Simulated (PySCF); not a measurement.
Task: What does the PBE0-D3(BJ)/def2-SVP structure of `[SiH3]N([SiH3])BP` look like in three dimensions?

Result: 
```xyz
14
BH9NPSi2 angstrom
Si    -1.6848   -1.3982   -0.0096
N     -0.3386   -0.2980    0.3370
Si    -0.6668    1.4400    0.4492
B      0.9728   -0.8034    0.5250
P      2.4933    0.2423    1.0691
H     -2.6778   -1.3613    1.1059
H     -2.3776   -0.9577   -1.2582
H     -1.1489   -2.7758   -0.1769
H     -2.1509    1.6018    0.4805
H     -0.0673    1.9913    1.6984
H     -0.1171    2.1683   -0.7311
H      1.1677   -1.9984    0.4542
H      3.4268   -0.3658    0.1829
H      2.3036    1.4296    0.3001
```

Orientation and origin are arbitrary. Atoms count from 1 in this order. Si1 (SiH3 silicon) is tetrahedral (angles from 108.0° to 110.3°). B4 (three-coordinate boron) is planar (angles 125.1°, 119.5° and 115.2°, sum 359.7°, 0.05 Å off the plane of its three neighbours). P5 (three-coordinate phosphorus) is pyramidal (angles 101.2°, 96.3° and 96.1°, sum 293.7°, 0.76 Å off the plane of its three neighbours). N2 (nitrogen bridging silicon atoms) is planar (angles 120.8°, 120.5° and 118.7°, sum 360.0°, 0.00 Å off the plane of its three neighbours).

Bonds between heavy atoms (Å): Si1–N2 1.773, N2–Si3 1.772, N2–B4 1.418, B4–P5 1.924.

Method used: PBE0-D3(BJ)/def2-SVP geometry optimisation, gas phase (PySCF).

Stationary, but not proved a minimum. One conformer, not necessarily the lowest (N2–B4–P5–H -139° and -41°).
